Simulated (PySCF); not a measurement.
C₄H₁₀NSi (doublet state).
SMILES with atom numbers: `[NH2:1][CH:2][CH:3]1[CH2:4][SiH2:5][CH2:6]1` (hydrogens: H7, H8 on N1; H9 on C2; H10 on C3; H11, H12 on C4; H13, H14 on Si5; H15, H16 on C6)

Cartesian coordinates in Å at the GFN2-xTB level; atoms count from 1:
```xyz
16
C4H10NSi angstrom
N      2.618    0.139    0.639
C      1.508   -0.181   -0.141
C      0.168    0.288    0.209
C     -0.714    0.683   -1.011
Si    -2.228   -0.212   -0.267
C     -0.784   -0.790    0.834
H      2.540    1.026    1.118
H      3.509    0.025    0.174
H      1.629   -1.018   -0.807
H      0.245    1.133    0.900
H     -0.340    0.220   -1.923
H     -0.758    1.756   -1.188
H     -2.899   -1.211   -1.096
H     -3.201    0.664    0.388
H     -0.868   -0.718    1.916
H     -0.433   -1.794    0.602
```

The hyperfine couplings belong to this conformer and change with its torsions.

Level of theory: UKS B3LYP, pcH-1 on C H N Si, non-relativistic, mean-field spin-orbit, GIAO in PySCF. The structure is a single GFN2-xTB conformer in the gas phase; no vibrational or solvent corrections. A GFN2-xTB geometry isn't a minimum of the functional, and hyperfine couplings can be far from their values at a DFT geometry. No stability test was run, so a lower SCF solution isn't excluded.

Problem. Give the principal g shifts and their parts.

Solution. 
```csv
Δg (ppm),1,2,3
relativistic mass correction,-179,-179,-179
gauge correction,-2,40,32
orbital Zeeman/spin–orbit,-55,593,1204
total,-236,454,1056
```

So g = 2.00208, 2.00277, 2.00338 and g_iso = 2.00274; the tensor is rhombic: the two nearest values differ by 47 % of g3 − g1. Axes: g2 points within 10° of the N1–C2 bond.

Problem. What are the electron Larmor frequencies g μB B/h along the three axes at 3350 mT?

Solution. 93.8725, 93.9049, 93.9331 GHz for g1, g2 and g3, a range of 60.6 MHz.

Problem. What effective moment and Curie constant follow for a powder?

Solution. With the mean of g² = 4.0110 and S(S+1) = 0.75: μ_eff = √(⟨g²⟩S(S+1)) = 1.734 μB and χT = 0.12505·⟨g²⟩·S(S+1) = 0.376 cm³ K/mol (cgs; spin-Hamiltonian part alone).

Problem. At 9.484 GHz, how far is the centre of the isotropic spectrum from where a free electron (g = 2.002319) resonates?

Solution. B = hν/(g μB) with μB/h = 13.99624 MHz/mT gives 338.41 mT for the free electron and 338.34 mT at g_iso, 0.07 mT lower.

Problem. In a frozen sample, at which fields do the three g values resonate at 9.5, 34, 94 and 263 GHz (hyperfine left aside), and which band first spreads them over more than twice a line width of 0.3 mT?

Solution. 
| band | GHz | B(g3) mT | B(g2) mT | B(g1) mT | spread mT |
| --- | --- | --- | --- | --- | --- |
| X | 9.5 | 338.80 | 338.91 | 339.02 | 0.22 |
| Q | 34.0 | 1212.56 | 1212.93 | 1213.35 | 0.78 |
| W | 94.0 | 3352.39 | 3353.39 | 3354.55 | 2.16 |
| J | 263.0 | 9379.55 | 9382.37 | 9385.60 | 6.06 |

The spread grows in proportion to the frequency. Q band is the first where it exceeds 0.6 mT.

Largest spin populations (Mulliken): C2 (+0.84), N1 (+0.16) and C3 (-0.08). The positive populations add up to 1.12 and the negative ones to -0.12, together 2S = 1. The angles at C2 add up to 357.3°, so it is nearly planar; its axial dipolar tensor and the negative coupling of its proton fit spin in a p orbital normal to that plane.

The HOMO–LUMO gaps are 4.19 eV among the α and 7.05 eV among the β orbitals.
